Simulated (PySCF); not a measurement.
# Pt²⁺: excitation energy

Pt²⁺ [Xe] 4f14 5d8 (3F) → Pt²⁺ [Xe] 4f14 5d7 6p1 (high-spin determinant), as a difference of total energies. Calculation: PySCF 2.14, in aug-cc-pwCVDZ-PP with ECP60MDF (6s6p5d3f, 70 functions); scalar relativity through the core potential. Correlated levels: valence: 5s2 5p6 frozen; valence and next inner shell: nothing frozen outside the core potential. The calculations carry no spin-orbit coupling.

```json
{"method": "UHF", "excitation energy (cm⁻¹)": "83994"}
{"method": "LDA", "excitation energy (cm⁻¹)": "88805"}
{"method": "PBE", "excitation energy (cm⁻¹)": "88067"}
{"method": "PBE0", "excitation energy (cm⁻¹)": "88880"}
{"method": "r2SCAN", "excitation energy (cm⁻¹)": "87871"}
{"method": "M06", "excitation energy (cm⁻¹)": "91898"}
{"method": "r2SCAN0", "excitation energy (cm⁻¹)": "88625"}
{"method": "B3LYP", "excitation energy (cm⁻¹)": "89091"}
{"method": "CAM-B3LYP", "excitation energy (cm⁻¹)": "89422"}
{"method": "MP2 (valence)", "excitation energy (cm⁻¹)": "89917"}
{"method": "SCS-MP2 (valence)", "excitation energy (cm⁻¹)": "91978"}
{"method": "MP2 (valence and next inner shell)", "excitation energy (cm⁻¹)": "87753"}
{"method": "SCS-MP2 (valence and next inner shell)", "excitation energy (cm⁻¹)": "88924"}
```

The determinant of the upper state mixes LS terms, which raises its energy above the lowest term, most at the Hartree-Fock and MP2 levels.
